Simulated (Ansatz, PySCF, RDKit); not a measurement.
Noncovalent pair: H2O (SMILES O) (first 3 atoms) with CH3Br (SMILES CBr); geometry from B3LYP-D3(BJ)/def2-TZVP, rigid monomers moved along the line of their centres of mass till H2···Br5 is 3.06 Å.
(charge 0, multiplicity 1):
```xyz
8

O      0.346     0.032    -0.114
H     -0.023     0.557     0.608
H     -0.321     0.053    -0.808
C     -0.104    -1.469     3.239
Br    -0.989     0.266     3.501
H      0.760    -1.489     3.892
H      0.178    -1.521     2.193
H     -0.821    -2.237     3.506
```

Counterpoise-corrected where a basis set is named; no monomer relaxation. RDKit's UFF carries no charges.

Rows in 6-31G* carry no dispersion term and start afresh at each structure (6-31G* with six Cartesian d functions); the Pople sets are all-electron and without relativity.

Codes used: Ansatz (Gaussian basis) for Hartree–Fock, density functionals and correlated methods; PySCF for 6-31G* rows, the dispersion terms; RDKit for the force fields. Each number belongs to the level named beside it.

### Question
One of these levels gives -1.61 kcal/mol for the interaction energy. Which one is it?
(A) MMFF94
(B) UFF
(C) B3LYP/6-31G*
(D) B3LYP-D3(BJ)/def2-TZVPPD

### Answer
A, MMFF94. The others give -0.39 (UFF), -2.45 (B3LYP/6-31G*), -3.12 (B3LYP-D3(BJ)/def2-TZVPPD)

Ansatz is an electronic-structure program.
